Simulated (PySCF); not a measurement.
Working out the ionisation energy of Sc

Sc [Ar] 3d1 4s2 (2D) → Sc⁺ [Ar] 3d1 4s1 (3D). Computed with PySCF 2.14 in x2c-TZVPPall with one added diffuse shell each of s, p, d, f type (7s6p5d3f1g, 80 functions), with the spin-free X2C one-electron Hamiltonian (Gaussian nucleus). Frozen: [Ne]. Energies in hartree (1 hartree = 27.21139 eV):

```json
{"part": "UHF", "Sc (lower)": "-763.276460", "Sc⁺ (upper)": "-763.078234"}
{"part": "CCSD correlation", "Sc (lower)": "-0.259014", "Sc⁺ (upper)": "-0.220094"}
{"part": "(T)", "Sc (lower)": "-0.007808", "Sc⁺ (upper)": "-0.004278"}
```

What does Hartree-Fock give?

(-763.078234) − (-763.276460) = 0.198226 hartree = 5.394 eV.

What do CCSD and CCSD(T) give?

The CCSD correlation energies differ by 0.038920 hartree = 1.059 eV and the triples by 0.003530 hartree = 0.096 eV, so CCSD gives 6.453 eV and CCSD(T) 6.549 eV.

Measured between the centres of the two terms (NIST): 6.562 eV, so CCSD(T) (valence and next inner shell) is off by -0.013 eV.

What remains against the reference includes basis incompleteness, the frozen core and higher excitations.
